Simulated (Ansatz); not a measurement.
C2H6Cl2O2Si (`CO[Si](Cl)(Cl)OC`). The species carries charge 0 and has multiplicity 1. Geometry: relaxed with PBE0-D4/def2-TZVP. It is one conformer, not always the lowest.

```xyz
13

C    -1.011    1.873   -0.949
O    -0.066    0.928   -0.488
Si   -0.156    0.068    0.875
Cl   -1.919   -0.971    0.887
Cl   -0.109    1.267    2.510
O     1.100   -0.931    0.970
C     1.411   -1.948    0.035
H    -0.674    2.233   -1.921
H    -1.081    2.720   -0.260
H    -1.999    1.418   -1.059
H     2.295   -2.471    0.399
H     0.587   -2.663   -0.053
H     1.624   -1.521   -0.948
```

(1) What is the dipole moment at ωB97M-V/def2-TZVPP? (Estimate.)

(2) And with PBE, r2SCAN, B3LYP? (Best estimate.)

(3) Give the Mulliken charges with ωB97M-V, PBE, r2SCAN in def2-TZVPP. (Estimate.)

Answers

(1) Ansatz gave: 2.02 D, with components (0.02, -0.06, -2.01) D in this frame, pointing from negative to positive charge.

(2) Ansatz gave: PBE 1.94 D, r2SCAN 2.02 D, B3LYP 2.02 D.

(3) Computed: 
```
atom  ωB97M-V    PBE  r2SCAN
  C1    -0.18  -0.14    0.00
  O2    -0.33  -0.27   -0.35
 Si3     0.67   0.60    0.76
 Cl4    -0.20  -0.22   -0.24
 Cl5    -0.18  -0.19   -0.22
  O6    -0.34  -0.27   -0.35
  C7    -0.18  -0.15    0.00
  H8     0.13   0.11    0.07
  H9     0.12   0.10    0.07
 H10     0.12   0.10    0.07
 H11     0.13   0.11    0.07
 H12     0.12   0.10    0.07
 H13     0.13   0.11    0.07
```

B3LYP here is the variant with VWN-RPA as its local correlation; programs differ in this.
